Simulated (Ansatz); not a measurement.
`C[N]=[Mo](=[O])([OH])[OH]` + HCl → `C[N]=[Mo](=[O])([OH])[Cl]` + H₂O  (ligand exchange at a Mo–O bond)

Gas-phase electronic energies from Ansatz, PBE0-D4/def2-TZVP geometries. CCSD(T)/CBS is the MP2 limit (def2-TZVPP, def2-QZVPP) plus CCSD(T) − MP2 in def2-TZVPP, frozen cores. This one scheme is used for every species. DFT in def2-TZVPP. Elements past krypton have def2 core potentials. For Mo outer-core shells are correlated without core-valence functions, which leaves a few kJ/mol of doubt a bond. Each species was taken in one conformer, which may not be the lowest.

`C[N]=[Mo](=[O])([OH])[OH]`:

Z-matrix (Å, degrees):
```
C
N 1 1.420
H 1 1.096 2 111.6
H 1 1.095 2 110.0 3 -120.8
H 1 1.095 2 110.0 3 120.8
Mo 2 1.724 1 150.2 3 -0.4
O 6 1.886 2 108.5 1 -119.5
O 6 1.681 2 107.8 1 0.1
O 6 1.886 2 108.6 1 119.7
H 7 0.959 6 122.7 2 -8.0
H 9 0.959 6 122.7 2 8.0
```

HCl:

Cartesian coordinates in Å:
```
Cl -0.309 0.138 -0.542
H 0.309 -0.138 0.542
```

`C[N]=[Mo](=[O])([OH])[Cl]`:

```xyz
10

C    -0.256    1.774    0.569
N     0.034    0.388    0.487
Mo   -0.096   -1.133   -0.298
O    -0.902   -0.893   -1.747
O     1.673   -1.729   -0.566
Cl   -1.312   -2.512    1.044
H    -0.805    2.122   -0.313
H     0.675    2.342    0.659
H    -0.860    1.970    1.462
H     1.850   -2.330   -1.297
```

H₂O:

```xyz
3

O     0.297    0.245    0.055
H    -0.349    0.262   -0.654
H     0.052   -0.507    0.598
```

Q: Is it downhill or uphill in electronic energy at CCSD(T)/CBS, and by how much? (Estimate.)

A: The calculation gave: Downhill: ΔE = -43.8 kJ/mol.

Q: What do these levels give: LDA (SPW92), B97M-V, PBE-QIDH, BLYP, PBE0, SCS-MP2/def2-TZVPP? (Estimate.)

A: Computed: LDA (SPW92) -29.7, B97M-V -36.5, PBE-QIDH -45.5, BLYP -30.1, PBE0 -37.4, SCS-MP2/def2-TZVPP -49.2 kJ/mol.

Q: What do rigid-rotor, harmonic-oscillator terms from PBE0-D4/def2-TZVP frequencies (298.15 K, 1 bar) make of the CCSD(T)/CBS value? (Best estimate.)

A: Computed: ΔZPE = +6.6 kJ/mol, ΔH = -36.4 kJ/mol, ΔS = 8 J/(mol·K), ΔG = -38.9 kJ/mol.

Largest T1 diagnostic among the species: 0.022, so the coupled-cluster value is less sure than usual.

At CCSD(T), def2-SVP lies +14.3 kJ/mol from the extrapolated value and def2-TZVPP +5.8 kJ/mol. In def2-TZVPP, CCSD(T) changes the Hartree–Fock value by −4.0 kJ/mol (the triples alone add −2.1 kJ/mol) and MP2 by −22.1 kJ/mol.
